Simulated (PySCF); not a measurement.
PySCF job for CHF2, SMILES [CH](F)F (connectivity only; charge and spin as stated), charge +1, multiplicity 1, C-PCM-B3LYP/def2-SVP. Geometry: B3LYP-D3(BJ)/def2-TZVP. The spin state was assumed, not searched. The isomer is the one that the SMILES or the coordinates give; other isomers of the formula were not compared.

```python
import numpy as np
from pyscf import gto, scf, dft
from pyscf.solvent import pcm

mol = gto.M(
    atom='''
    F     0.00000000   -1.05754482    0.22157903
    C     0.00000000    0.00000000   -0.41306689
    F     0.00000000    1.05754482    0.22157903
    H     0.00000000    0.00000000   -1.51002122
    ''',
    basis='def2-SVP',
    charge=1,
    spin=0,
    max_memory=1600,
    verbose=3,
)
mf = dft.RKS(mol, xc='b3lyp').density_fit(auxbasis='def2-universal-jkfit')
mf.grids.level = 3
mf.conv_tol = 1e-9
mf.max_cycle = 100
mf.kernel()
res = {}
for name, eps in {'water': 78.355, 'acetone': 20.493, 'dimethylsulfoxide': 46.826}.items():
    s = mf.PCM()
    s.with_solvent.method, s.with_solvent.eps, s.with_solvent.lebedev_order = 'C-PCM', eps, 29
    s.kernel(mf.make_rdm1())
    res[name] = (s.e_tot, eps, s.dip_moment(), s.mo_energy, s.converged)
    print(f'{name}: electrostatic solvation free energy {(s.e_tot - mf.e_tot) * 627.509474:.3f} kcal/mol')
```

Output:

```
converged SCF energy = -237.812960323243

WARN: PCM is an experimental feature. It is still in testing.
Features and APIs may be changed in the future.

converged SCF energy = -237.933321164294

WARN: System has nonzero charge 1; the dipole moment is origin-dependent.
Location of origin: [0. 0. 0.]

Dipole moment(X, Y, Z, Debye):  0.00000, -0.00000, -2.82268
water: electrostatic solvation free energy -75.528 kcal/mol

WARN: PCM is an experimental feature. It is still in testing.
Features and APIs may be changed in the future.

converged SCF energy = -237.928903966488

WARN: System has nonzero charge 1; the dipole moment is origin-dependent.
Location of origin: [0. 0. 0.]

Dipole moment(X, Y, Z, Debye): -0.00000, -0.00000, -2.81259
acetone: electrostatic solvation free energy -72.756 kcal/mol

WARN: PCM is an experimental feature. It is still in testing.
Features and APIs may be changed in the future.

converged SCF energy = -237.932267610623

WARN: System has nonzero charge 1; the dipole moment is origin-dependent.
Location of origin: [0. 0. 0.]

Dipole moment(X, Y, Z, Debye): -0.00000, -0.00000, -2.82027
dimethylsulfoxide: electrostatic solvation free energy -74.866 kcal/mol
```

The run converged.
